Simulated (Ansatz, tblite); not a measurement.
Cost and result up the ladder for B(AsH3)H3 (BAsH₆) (8 atoms). The state is a singlet with charge 0. Geometry: B3LYP-D4/def2-TZVP.

```csv
atom,x (Å),y (Å),z (Å)
B1,-1.0661,0.4139,-0.4454
As2,0.7528,-0.2919,0.3147
H3,1.9436,0.6357,0.3445
H4,1.4116,-1.4780,-0.3474
H5,0.8114,-0.7747,1.7441
H6,-0.7685,0.7150,-1.5699
H7,-1.3094,1.3296,0.2934
H8,-1.7754,-0.5495,-0.3340
```

Ansatz on 4 threads of Arm Neoverse V2 on a shared host; xTB runs through tblite on one thread. Times are rough, summed over both states, and most runs start from the orbitals of an earlier one. CCSD(T)/def2-TZVPP serves as the yardstick here, not as an exact answer. The other state is a doublet.

The xTB rows come from tblite. Correlated methods freeze 10 core orbitals; core or outer-core shells of As are correlated, in sets that lack core-valence functions.

Raw xTB energies of ions are shifted by several eV.

```csv
level,functions,wall time,vertical IE (eV),difference from CCSD(T)/def2-TZVPP (eV)
GFN2-xTB,19,0.004 s,14.08,2.93
GFN1-xTB,25,0.006 s,15.30,4.14
PBE-D4/def2-TZVP,115,2.2 s,10.73,-0.42
r2SCAN-D4/def2-TZVP (with forces),115,4.7 s,10.81,-0.34
CCSD(T)/def2-TZVPP,163,78 s,11.15,0.00
```
